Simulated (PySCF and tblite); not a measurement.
C4H6BrGeN, numbered as in [NH2:1][Ge@@H:2]1[CH:3]=[CH:4][C:5]([Br:6])=[CH:7]1. Free energies: PBE0-D3(BJ)/pcSseg-1 on GFN2-xTB structures plus GFN2-xTB thermal terms, symmetry and mirror images included. Conformers within 2.5 kcal/mol (GFN2-xTB free energy) were kept, 4 at most. GIAO shieldings: PBE0/pcSseg-1. Shifts are against TMS (¹H), TMS (¹³C), NH3 (¹⁵N) at the same level. Programs: PySCF with density fitting and tblite.

Torsions listed: H1–N1–Ge2–C3. The 5-ring runs over atoms 2–3–4–5–7.

| conformer | shape | point group | mirror pair | ΔE(DFT) | Δ(G−E) at 298.15 K | δ C3 (ppm) |
| --- | --- | --- | --- | --- | --- | --- |
| 1 | 5-ring flat; 178° | C1 | no | 0.00 | 0.00 | 136.5 |
| 2 | 5-ring flat; -80° | C1 | no | 0.21 | -0.05 | 141.3 |
| 3 | 5-ring flat; 164° | C1 | no | 2.45 | -0.51 | 138.1 |

Energies in kcal/mol; the thermal term leaves out symmetry numbers and mirror images.

(1) Work out the weights at 298.15 K and the ¹³C shift of C3 under fast exchange.

Spin–orbit effects of the heavy atoms on shieldings are missing.

## Answers

(1) RT = 0.592 kcal/mol. Each conformer gets RT ln(σ/g), with σ the rotational symmetry number and g = 2 for a mirror pair: 1: σ = 1, g = 1, G = 0.00 + 0.00 + 0.00 = 0.00, 0.00 above the lowest, exp(−ΔG/RT) = 1.000; 2: σ = 1, g = 1, G = 0.21 − 0.05 + 0.00 = 0.17, 0.17 above the lowest, exp(−ΔG/RT) = 0.753; 3: σ = 1, g = 1, G = 2.45 − 0.51 + 0.00 = 1.94, 1.94 above the lowest, exp(−ΔG/RT) = 0.038. The sum is 1.791, so the weights are 55.8, 42.1, 2.1 %. The averaged shift is 138.6 ppm. At 298.15 K the leading conformer alone gives 136.5 ppm and bare DFT energies give 138.5 ppm.


¹⁵N shifts are against a computed isolated NH3 molecule, about 20 ppm from the liquid.

Conformer gaps in pcSseg-1 on xTB geometries can be 2 kcal/mol off for S=O, P=O and other polar bonds.